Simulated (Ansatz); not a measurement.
Relaxation of the cluster Si6W⁺ with UKS PBE-D4/def2-SVP.

```sh
$ ansatz run in.yaml --threads 4 --pin off --events-out ev --progress --plain --max-ram 4787MiB
```

```yaml
crystal:
  periodic: [false, false, false]
  atoms:
    - {symbol: W, position_ang: [-0.415050, -0.024170, -1.403690]}
    - {symbol: Si, position_ang: [1.867710, -0.359580, -0.677340]}
    - {symbol: Si, position_ang: [2.743440, -0.729230, 1.452650]}
    - {symbol: Si, position_ang: [-1.504150, -0.392790, 1.159360]}
    - {symbol: Si, position_ang: [-2.745290, -0.492360, -0.760360]}
    - {symbol: Si, position_ang: [-0.528180, 2.357500, -1.813270]}
    - {symbol: Si, position_ang: [0.581520, -0.359380, 2.042640]}
basis:
  gaussian: {orbitals: def2-SVP}
total_charge: 1
magnetization: {spin_polarized: true, initial_magnetization: 1}
hamiltonian: {xc: pbe, dispersion: d4}
scf: {lower_state_search: "off"}
output: {orbitals: {seedname: orbitals}}
relax: {f_tol: 0.02, max_steps: 100}
```

It took 43 s on 4 threads of Arm Neoverse V2 on a shared host.

Positions (Å) and forces (eV/Å) at steps 1, 2, 3, 4, 5, 6, 7, 8, 9, 10, 11 of 11:

```xyz
7
step=1 energy=-49042.6859 eV
W    -0.415   -0.024   -1.404   -0.673    0.496    0.471
Si    1.868   -0.360   -0.677   -0.595    0.197    0.951
Si    2.743   -0.729    1.453    0.759   -0.193    0.126
Si   -1.504   -0.393    1.159   -0.120    0.284   -1.231
Si   -2.745   -0.492   -0.760    0.252    0.271   -0.072
Si   -0.528    2.357   -1.813   -0.061   -1.308    0.641
Si    0.582   -0.359    2.043    0.437    0.253   -0.886
7
step=2 energy=-49043.5362 eV
W    -0.476   -0.062   -1.335    0.386   -0.717   -0.229
Si    1.781   -0.333   -0.526   -0.184    0.104    1.032
Si    2.867   -0.753    1.493    0.351   -0.044   -0.023
Si   -1.468   -0.326    1.008   -0.061    0.368   -0.416
Si   -2.797   -0.442   -0.826   -0.598    0.140    0.054
Si   -0.559    2.226   -1.682   -0.210    0.062    0.483
Si    0.651   -0.310    1.867    0.316    0.088   -0.900
7
step=3 energy=-49043.9580 eV
W    -0.467   -0.172   -1.365    0.486   -0.493    0.001
Si    1.745   -0.312   -0.360    0.470    0.103   -0.960
Si    2.959   -0.762    1.520    0.061    0.054    0.212
Si   -1.463   -0.227    0.918   -0.081    0.425    0.011
Si   -2.863   -0.389   -0.856   -0.317    0.224   -0.132
Si   -0.616    2.150   -1.537   -0.285   -0.198    0.448
Si    0.704   -0.287    1.681   -0.334   -0.115    0.420
7
step=4 energy=-49044.2604 eV
W    -0.421   -0.280   -1.358    0.035   -0.027    0.376
Si    1.822   -0.299   -0.417    0.408    0.026   -0.266
Si    2.962   -0.740    1.537   -0.010    0.100    0.044
Si   -1.486   -0.120    0.892    0.076    0.399   -0.027
Si   -2.875   -0.312   -0.900   -0.087    0.191   -0.279
Si   -0.693    2.048   -1.393   -0.254   -0.496    0.319
Si    0.691   -0.297    1.638   -0.168   -0.194   -0.167
7
step=5 energy=-49044.6003 eV
W    -0.373   -0.363   -1.267   -0.111    0.047    0.569
Si    1.938   -0.294   -0.460    0.331    0.008   -0.115
Si    2.977   -0.702    1.562    0.009    0.022    0.025
Si   -1.531    0.033    0.882    0.206    0.212    0.269
Si   -2.880   -0.234   -0.962    0.070    0.090   -0.380
Si   -0.800    1.933   -1.273   -0.163   -0.351    0.186
Si    0.669   -0.374    1.519   -0.341   -0.029   -0.554
7
step=6 energy=-49044.9141 eV
W    -0.329   -0.422   -1.111   -0.070   -0.038   -0.101
Si    2.073   -0.288   -0.518   -0.002   -0.053   -0.065
Si    2.965   -0.695    1.581   -0.170   -0.008    0.117
Si   -1.606    0.137    0.927    0.223    0.014    0.664
Si   -2.862   -0.184   -1.034    0.355    0.078   -0.264
Si   -0.874    1.842   -1.178   -0.162   -0.163    0.067
Si    0.632   -0.390    1.332   -0.173    0.170   -0.419
7
step=7 energy=-49045.0211 eV
W    -0.295   -0.457   -1.052   -0.003    0.065   -1.022
Si    2.163   -0.368   -0.581   -0.008   -0.132    0.095
Si    2.910   -0.706    1.618   -0.213    0.062   -0.098
Si   -1.642    0.125    1.029   -0.068   -0.086    0.362
Si   -2.757   -0.098   -1.109    0.000   -0.024    0.109
Si   -1.009    1.769   -1.089    0.058   -0.019   -0.080
Si    0.629   -0.265    1.185    0.234    0.135    0.634
7
step=8 energy=-49045.0814 eV
W    -0.280   -0.412   -1.120   -0.055   -0.046    0.002
Si    2.167   -0.458   -0.580   -0.035   -0.032    0.059
Si    2.885   -0.678    1.633    0.021    0.003   -0.009
Si   -1.642    0.052    1.060   -0.039   -0.013   -0.092
Si   -2.746   -0.091   -1.081    0.073   -0.025    0.044
Si   -1.020    1.794   -1.096   -0.016    0.083    0.032
Si    0.637   -0.208    1.184    0.051    0.031   -0.036
7
step=9 energy=-49045.0857 eV
W    -0.282   -0.402   -1.129   -0.009    0.003    0.051
Si    2.161   -0.506   -0.577   -0.005   -0.019    0.014
Si    2.888   -0.663    1.635    0.018    0.009    0.003
Si   -1.646    0.033    1.047    0.023   -0.026    0.020
Si   -2.741   -0.098   -1.086    0.010   -0.003   -0.017
Si   -1.023    1.808   -1.067   -0.006    0.042   -0.020
Si    0.643   -0.172    1.176   -0.032   -0.006   -0.051
7
step=10 energy=-49045.0868 eV
W    -0.284   -0.386   -1.130    0.018   -0.026   -0.013
Si    2.157   -0.559   -0.574   -0.017    0.012    0.014
Si    2.896   -0.631    1.640    0.007   -0.005    0.005
Si   -1.650    0.000    1.048    0.033    0.010   -0.002
Si   -2.736   -0.088   -1.090   -0.020    0.006   -0.007
Si   -1.029    1.828   -1.061    0.001   -0.011    0.025
Si    0.645   -0.163    1.167   -0.022    0.012   -0.021
7
step=11 energy=-49045.0871 eV
W    -0.284   -0.392   -1.132    0.002    0.001    0.004
Si    2.157   -0.553   -0.574   -0.001    0.000    0.004
Si    2.894   -0.634    1.640   -0.002    0.003   -0.005
Si   -1.648    0.003    1.047    0.001   -0.002   -0.003
Si   -2.738   -0.087   -1.091   -0.006    0.002   -0.001
Si   -1.025    1.822   -1.055    0.004   -0.003    0.000
Si    0.644   -0.160    1.164    0.002   -0.002    0.001
```

In the def2 sets W takes a core potential; there is no spin–orbit coupling. Another isomer (doublet) lies 1.65 eV lower at PBE0-D4/def2-TZVP; other spin states weren't run for this one.
